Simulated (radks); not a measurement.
Task: Species: Xe II. Configuration: [Kr] 4d10 5s2 5p4.5 5d0.5 (fractional occupations, a model configuration). Method: Dirac Kohn-Sham, PBE, spin-unpolarised, spherical densities, point nucleus; open shells fill j = l - 1/2 first; computed with a radial shooting solver on a logarithmic mesh with Libxc functionals. Some entries of the table are withheld. Estimate them.

| orbital | occ. | eigenvalue (eV) | r(max) (bohr) | <1/r> (bohr^-1) |
|---|---|---|---|---|
| 1s1/2 | 2 | -34359.14 | 0.01715 | 58.12 |
| 2s1/2 | 2 | -5355.337 | 0.09710 | 13.59 |
| 2p1/2 | 2 | -5031.877 | 0.07439 | 13.57 |
| 2p3/2 | 4 | -4707.236 | 0.07927 | 12.47 |
| 3s1/2 | 2 | -1104.768 | 0.2791 | 4.859 |
| 3p1/2 | 2 | -970.3762 | (1) | 4.770 |
| 3p3/2 | 4 | -908.7140 | (2) | 4.499 |
| 3d3/2 | 4 | -672.3494 | 0.2242 | 4.355 |
| 3d5/2 | 6 | -659.3186 | 0.2272 | 4.286 |
| 4s1/2 | 2 | (3) | 0.6614 | 1.967 |
| 4p1/2 | 2 | -161.3655 | 0.6772 | (4) |
| 4p3/2 | 4 | -149.0667 | 0.7014 | (5) |
| 4d3/2 | 4 | -72.1352 | 0.7436 | 1.528 |
| 4d5/2 | 6 | -70.1462 | 0.7519 | 1.506 |
| 5s1/2 | 2 | -30.3174 | 1.610 | 0.7234 |
| 5p1/2 | 2 | -19.0900 | 1.811 | (6) |
| 5p3/2 | 2.5 | -17.6674 | 1.886 | (7) |
| 5d3/2 | 0.5 | -4.9387 | 2.906 | 0.3379 |
| 5d5/2 | 0 | -4.8568 | 2.953 | 0.3326 |

Result: 
(1) 3p1/2 r(max) (bohr): 0.2656
(2) 3p3/2 r(max) (bohr): 0.2764
(3) 4s1/2 eigenvalue (eV): -208.9381
(4) 4p1/2 <1/r> (bohr^-1): 1.859
(5) 4p3/2 <1/r> (bohr^-1): 1.771
(6) 5p1/2 <1/r> (bohr^-1): 0.6178
(7) 5p3/2 <1/r> (bohr^-1): 0.5890
